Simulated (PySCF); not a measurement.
Working out the ionisation energy of Rb²⁺

Rb²⁺ [Ar] 3d10 4s2 4p5 (2P) → Rb³⁺ [Ar] 3d10 4s2 4p4 (3P). Calculation: PySCF 2.14, in x2c-TZVPall; scalar relativity by spin-free X2C-1e. Frozen: [Ar] 3d10 4s2. Energies in hartree (1 hartree = 27.21139 eV):

```json
{"part": "UHF", "Rb²⁺ (lower)": "-2978.005389", "Rb³⁺ (upper)": "-2976.602453"}
{"part": "MP2 opposite-spin", "Rb²⁺ (lower)": "-0.058126", "Rb³⁺ (upper)": "-0.029035"}
{"part": "MP2 same-spin", "Rb²⁺ (lower)": "-0.023389", "Rb³⁺ (upper)": "-0.017507"}
```

Question: What does Hartree-Fock give?

Answer: (-2976.602453) − (-2978.005389) = 1.402936 hartree = 38.176 eV.

Question: What do MP2 and SCS-MP2 (6/5 opposite-spin, 1/3 same-spin) give?

Answer: The opposite-spin parts differ by 0.792 eV and the same-spin parts by 0.160 eV. MP2: 38.176 + (0.792) + (0.160) = 39.128 eV. SCS-MP2: 38.176 + 1.2 × (0.792) + (0.160)/3 = 39.180 eV.

Reference: 39.247 eV (semi-empirical (NIST evaluation); NIST Atomic Spectra Database, ionization energies), between the lowest levels; spin-orbit coupling is absent from the calculation.

What remains against the reference includes basis incompleteness, the frozen core and correlation beyond second order.
